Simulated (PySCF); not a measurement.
# How methods differ on the excitation energy of Xe²⁺

Xe²⁺ [Kr] 4d10 5s2 5p4 (3P) → Xe²⁺ [Kr] 4d10 5s1 5p5 (3P), as a difference of total energies. Computed with PySCF 2.14 in x2c-TZVPPall, with the spin-free X2C one-electron Hamiltonian (Gaussian nucleus). Correlated levels: valence and next inner shell: [Ar] 3d10 frozen. The calculations carry no spin-orbit coupling.

```tsv
method	excitation energy (cm⁻¹)
UHF	113100
MP2 (valence and next inner shell)	104720
SCS-MP2 (valence and next inner shell)	103890
CCSD (valence and next inner shell)	101530
CCSD(T) (valence and next inner shell)	98012
```

The coupled-cluster amplitudes are large for the upper state (T1 above 0.03 or a double amplitude above 0.15), so a single reference is strained.
